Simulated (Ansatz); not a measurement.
Geometry optimisation, UKS revPBE-D4/def2-SVP (Ansatz).

Input file:

```yaml
crystal:
  periodic: [false, false, false]
  atoms:
    - { symbol: Sn, position_ang: [0.0, 0.0, 0.0] }
    - { symbol: Cl, position_ang: [0.0, 0.0, 2.66] }
    - { symbol: H, position_ang: [1.6408, 0.0, -0.5794] }
    - { symbol: H, position_ang: [-0.8195, 1.4198, -0.5794] }
    - { symbol: Cl, position_ang: [-1.1351, -1.9666, -0.8025] }
    - { symbol: "N", position_ang: [0.0, 0.0, 4.69] }
    - { symbol: H, position_ang: [-0.496, -0.7725, 5.22] }
    - { symbol: H, position_ang: [0.496, 0.7725, 5.22] }
magnetization:
  spin_polarized: true
  initial_magnetization: 1
basis:
  gaussian: { orbitals: def2-SVP }
hamiltonian:
  xc: revpbe
  dispersion: d4
relax:
  f_tol: 0.15
  max_steps: 25
  restrain:
    - { distance: [1, 5], at: 2.93, k: 30.0 }
    - { distance: [0, 1], at: 2.41, k: 30.0 }
output:
  orbitals: {}
```

Run as:

```bash
$ ansatz run input.yaml --threads 4 --pin off --max-ram 5120MiB --backend cpu --events-out ev --progress --plain --runs-dir out
```

Where does it end, and by what steps?

It converged. The restraints hold the end off the free minimum. After 10 steps the energy has fallen by 1.458 eV (the restraints' own energy left out); N6 moved furthest, 0.69 Å. Parted: Cl2–N6.

| step | energy less start (eV) | largest force component (eV/Å) | accepted |
| --- | --- | --- | --- |
| 0 | 0.0000 | 2.517 | yes |
| 1 | -0.6041 | 1.618 | yes |
| 2 | -0.6001 | 3.308 | yes |
| 3 | -0.8750 | 2.838 | yes |
| 4 | -1.2701 | 1.185 | yes |
| 5 | -1.4073 | 0.422 | yes |
| 6 | -1.3055 | 2.324 | no |
| 7 | -1.4348 | 0.372 | yes |
| 8 | -1.4407 | 0.496 | yes |
| 9 | -1.4487 | 0.457 | yes |
| 10 | -1.4577 | 0.342 | yes |

```xyz
8
Properties=species:S:1:pos:R:3
Sn 0.014 0.045 -0.082
Cl -0.165 0.106 2.311
H 1.688 -0.073 -0.473
H -0.889 1.372 -0.707
Cl -1.039 -1.951 -0.806
N -0.318 0.271 5.234
H -0.314 -0.774 5.179
H 0.710 0.457 5.173
```

Run time: 22 s on 4 threads of Arm Neoverse V1, on a shared host, peak memory 0.22 GiB.
